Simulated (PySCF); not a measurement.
Compound: (OH)3Hf-NH-SiH3 (singlet state).
Bonds: Hf1–O2, Hf1–O3, Hf1–O4, Hf1–N5, N5–Si6. Hydrogens: H7 on O2; H8 on O3; H9 on O4; H10 on N5; H11, H12, H13 on Si6.

Method: PySCF 2.14.0, PBE0-D3(BJ)/def2-SVP geometry optimisation, gas phase, def2 core potentials past Kr.

Task: How far are the bound atoms from Hf1?

Result: 4 atoms: O2 1.930 Å, O4 1.931 Å, O3 1.931 Å, N5 2.066 Å. The nearest atom not counted as bound is H10, at 2.71 Å.

Task: List the angles at Hf1.

Result: 
```json
{"angle": "O2–Hf1–O3", "degrees": "112.3", "distance of the outer atoms (Å)": "3.21"}
{"angle": "O3–Hf1–O4", "degrees": "111.7", "distance of the outer atoms (Å)": "3.20"}
{"angle": "O2–Hf1–O4", "degrees": "109.8", "distance of the outer atoms (Å)": "3.16"}
{"angle": "O4–Hf1–N5", "degrees": "109.1", "distance of the outer atoms (Å)": "3.26"}
{"angle": "O2–Hf1–N5", "degrees": "108.7", "distance of the outer atoms (Å)": "3.25"}
{"angle": "O3–Hf1–N5", "degrees": "105.0", "distance of the outer atoms (Å)": "3.17"}
```

Task: What is the shape at Hf1?

Result: Distorted tetrahedral: angles from 105.0° to 112.3°; τ4 = (360° − α − β)/141° = 0.96 with α and β the two widest (0 for a square, 1 for a tetrahedron).

Task: What are the other bond lengths?

Result: O2–H7, O3–H8, O4–H9 0.954 Å; N5–Si6 1.733 Å; N5–H10 1.020 Å; Si6–H11, Si6–H12, Si6–H13 1.500 Å.

Task: Give some angles away from the centre.

Result: Hf1–N5–Si6 127.0°.

Point group: near Cs, missed by 0.23 Å at most; the miss may be what the optimiser left on a soft mode. Charge 0, singlet. No PBE0-D3(BJ)/def2-SVP frequencies stand behind this structure, so it isn't proved a minimum.

Hardware: an Intel Xeon 6975P-C with one thread (shared host). Cost: 3.2 min wall, 0.59 GiB resident at most. These figures are those of the optimisation.
